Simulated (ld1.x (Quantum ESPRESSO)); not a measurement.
## What one change does to a pseudopotential (terbium, TM)

terbium (Tb), norm-conserving Troullier–Martins (Kleinman–Bylander form), made with ld1.x (Quantum ESPRESSO) 7.5 (LDA (PZ), scalar-relativistic). Core [Xe] 4f8, reference 5d1 6s1.5 6p0 (charge +0.5). Waves: 6p (bound, empty): rc 3.60 bohr; 5d (bound): rc 2.65 bohr; 5f channel at 0.2 Ry: rc 3.20 bohr; 6s (bound): rc 3.15 bohr. Local part: the s channel. Core correction: none.

All-electron outer shells of the reference configuration (LDA (PZ), scalar-relativistic, ld1.x):

```tsv
shell	level (eV)	outermost node (bohr)	outermost maximum (bohr)
4f	-12.26	–	0.55
6s	-6.93	1.57	3.20
5d	-5.46	0.77	1.94
6p	-3.57	1.88	4.21
```

Change: wave 5d (bound): rc 2.65 bohr becomes 5d (bound): rc 3.32 bohr.

Cutoffs: the cutoffs (Ry, on a coarse ladder) from which the occupation-weighted sum of valence levels, in a spherical-Bessel basis at the reference potential, stays within 10 and 1 mRy of its value at 400 Ry; they do not see the model core or the augmentation charge, which bear on the density cutoff. Errors are all-electron minus pseudo energies relative to the spin-unpolarised reference configuration. Spin-polarised tests are left out, since the open f shell is frozen unpolarised in the core.

**Question.** How do hardness, ghosts and transferability respond?

**Answer.** The potential gets softer (15 Ry and 18 Ry → 12 Ry and 18 Ry); of the 7 tests that both files solve, the error grows in 1 and shrinks in 0 by more than 15 % and 0.3 meV (median size 17.0 → 16.1 meV); neither file shows a bound ghost. A larger radius leaves more room for a smooth pseudo-wave, so fewer plane waves are needed.

| quantity | base | changed |
| --- | --- | --- |
| cutoff, loose | 15 Ry | 12 Ry |
| cutoff, tight | 18 Ry | 18 Ry |
| loose cutoff by channel (10 mRy a level) | d 15 Ry, s 6 Ry | d 12 Ry, s 6 Ry |
| bound ghosts | none | none |
| error for 5d1 6s2 6p0, meV [ΔE -2.81 eV] | +4.6 | +4.5 |
| error for 5d1 6s1 6p0, meV [ΔE 4.15 eV] | +5.3 | +5.2 |
| error for 5d1 6s0 6p0, meV [ΔE 16.69 eV] | +112 | +109 |
| error for 5d1 6s1 6p1, meV [ΔE 0.23 eV] | +1.7 | +1.6 |
| error for 5d2 6s1 6p0, meV [ΔE -0.87 eV] | +26 | +32 |
| error for 5d0 6s2 6p0, meV [ΔE 3.34 eV] | +176 | +184 |
| error for 5d1 6s0 6p2, meV [ΔE 3.45 eV] | +17 | +16 |
| s: phases at 3.88 bohr within 0.05 rad from the reference energy up to (Ry; the scan ends near 5) | 1.0 | 1.0 |
| p: phases at 3.88 bohr within 0.05 rad from the reference energy up to (Ry; the scan ends near 5) | 1.2 | 1.2 |
| d: phases at 3.88 bohr within 0.05 rad from the reference energy up to (Ry; the scan ends near 5) | 0.5 | 0.5 |
| f: phases at 3.88 bohr within 0.05 rad from the reference energy up to (Ry; the scan ends near 5) | 1.7 | 1.7 |
